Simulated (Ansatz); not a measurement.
One change: `BN[SiH](O)F` becomes `BN[SiH2]F`.

Ansatz, PBE0-D4/def2-TZVP geometries, multiplicity 1. Each molecule was computed in one conformer, which needn't be the lowest.

```
                                      property  `BN[SiH](O)F`
         LUMO energy (ωB97M-V/def2-TZVPP) / eV           1.52
          HOMO–LUMO gap (PBE0/def2-TZVPP) / eV           8.77
zero-point energy (PBE0-D4/def2-TZVP) / kJ/mol          171.2
            HOMO energy (PBE0/def2-TZVPP) / eV          -9.13
         HOMO energy (ωB97M-V/def2-TZVPP) / eV         -11.47
       HOMO–LUMO gap (ωB97M-V/def2-TZVPP) / eV          12.99
```

Question: What does the change do to each property? (An estimate is asked.)

Answer: The calculation gave: 
| property | `BN[SiH2]F` | shift |
| --- | --- | --- |
| LUMO energy (ωB97M-V/def2-TZVPP) / eV | 1.38 | -0.14 |
| HOMO–LUMO gap (PBE0/def2-TZVPP) / eV | 8.62 | -0.15 |
| zero-point energy (PBE0-D4/def2-TZVP) / kJ/mol | 155.1 | -16.1 |
| HOMO energy (PBE0/def2-TZVPP) / eV | -9.12 | 0.01 |
| HOMO energy (ωB97M-V/def2-TZVPP) / eV | -11.44 | 0.03 |
| HOMO–LUMO gap (ωB97M-V/def2-TZVPP) / eV | 12.82 | -0.17 |

The zero-point energy changes by -16.1 kJ/mol with -3 modes.

Positive LUMOs are unbound, so they and the gaps depend on the basis.
